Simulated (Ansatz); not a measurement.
`C=N[SiH](C)F`, 11 atoms. Total charge 0; spin multiplicity 1. All runs use 4 threads of an Arm Neoverse V2 on a shared host. Correlated methods freeze the cores.

Problem. How many basis functions does each run have, and how long does it take in Ansatz? RKS LC-ωPBE/def2-TZVPP energy; RKS PBE0-D4/def2-QZVPP energy; RHF-CCSD(T)/def2-SVP energy; RKS PBE0-D4/def2-SVP energy; direct RPA on PBE orbitals/def2-TZVPP energy; RHF-CCSD(T)/def2-TZVPP energy; RKS ωB97M-V/def2-SVP energy; RKS revPBE-D4/def2-TZVPP energy; RKS PBE0-D4/def2-TZVP frequencies; RKS ωB97M-V/def2-QZVPP energy; RKS PBE0-D4/def2-TZVP relaxation (10 steps); RKS BHLYP-D4/def2-TZVPP energy. (Best estimate.)

Solution. The calculation gave: Other jobs shared the machine, so times are rough.

```json
{"level": "RKS PBE0-D4/def2-SVP", "job": "energy", "functions": "104", "wall time": "0.95 s", "peak host memory (GiB)": "0.21"}
{"level": "RKS revPBE-D4/def2-TZVPP", "job": "energy", "functions": "250", "wall time": "1.7 s", "peak host memory (GiB)": "0.3"}
{"level": "RKS LC-ωPBE/def2-TZVPP", "job": "energy", "functions": "250", "wall time": "2.3 s", "peak host memory (GiB)": "0.43"}
{"level": "RKS BHLYP-D4/def2-TZVPP", "job": "energy", "functions": "250", "wall time": "2.7 s", "peak host memory (GiB)": "0.59"}
{"level": "RKS ωB97M-V/def2-SVP", "job": "energy", "functions": "104", "wall time": "3.5 s", "peak host memory (GiB)": "0.3"}
{"level": "RHF-CCSD(T)/def2-SVP", "job": "energy", "functions": "104", "wall time": "4.3 s", "peak host memory (GiB)": "0.47"}
{"level": "direct RPA on PBE orbitals/def2-TZVPP", "job": "energy", "functions": "250", "wall time": "5.5 s", "peak host memory (GiB)": "0.57"}
{"level": "RKS PBE0-D4/def2-QZVPP", "job": "energy", "functions": "478", "wall time": "7 s", "peak host memory (GiB)": "1.6"}
{"level": "RKS ωB97M-V/def2-QZVPP", "job": "energy", "functions": "478", "wall time": "17 s", "peak host memory (GiB)": "1.9"}
{"level": "RKS PBE0-D4/def2-TZVP", "job": "relaxation (10 steps)", "functions": "197", "wall time": "30 s", "peak host memory (GiB)": "0.47"}
{"level": "RHF-CCSD(T)/def2-TZVPP", "job": "energy", "functions": "250", "wall time": "2.2 min", "peak host memory (GiB)": "5.4"}
{"level": "RKS PBE0-D4/def2-TZVP", "job": "frequencies", "functions": "197", "wall time": "2.3 min", "peak host memory (GiB)": "0.46"}
```

LC-ωPBE has ω = 0.4 bohr⁻¹.
